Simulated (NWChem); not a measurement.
# C₃H₄ClF; SMILES C/C(Cl)=C\F

Results from NWChem. The level has its own optimisation; frequencies are unscaled. Brackets give each atom's bonded neighbours.

### Question
What does the run give for PBE0/def2-SVP? Quantities: r C–C [C(CCCl)–C(CHHH)] (Å); r C–Cl (Å); r C–C [C(CCCl)–C(CFH)] (Å); r C–F (Å); highest harmonic frequency (cm⁻¹); lowest (cm⁻¹); zero-point energy (kcal/mol); dipole (D).

### Answer
```
Quantity                           Value
---------------------------------  -----
r C–C [C(CCCl)–C(CHHH)] (Å)        1.487
r C–Cl (Å)                         1.736
r C–C [C(CCCl)–C(CFH)] (Å)         1.335
r C–F (Å)                          1.331
highest harmonic frequency (cm⁻¹)   3247
lowest (cm⁻¹)                        182
zero-point energy (kcal/mol)        40.0
dipole (D)                          0.45
```
